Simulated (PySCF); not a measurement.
A structure optimised at B3LYP-D3(BJ)/def2-TZVP, used in a PySCF frequency run:

```
Mg
C 1 2.0932
H 2 1.0942 1 111.79
H 2 1.0942 3 107.06 1 -122.73
H 2 1.0942 3 107.06 4 -114.53
C 1 2.0932 4 157.88 2 180.00
H 6 1.0942 1 111.79 4 -64.38
H 6 1.0942 7 107.06 1 122.73
H 6 1.0942 7 107.06 8 114.53
```
Charge 0, spin multiplicity 1.

**Question.** Write its SMILES, formula and point group.

**Answer.** [CH3][Mg][CH3], C₂H₆Mg, D3

**Question.** What are its rotational constants (standard atomic weights)?

**Answer.** 80.940, 3.4577, 3.4577 GHz
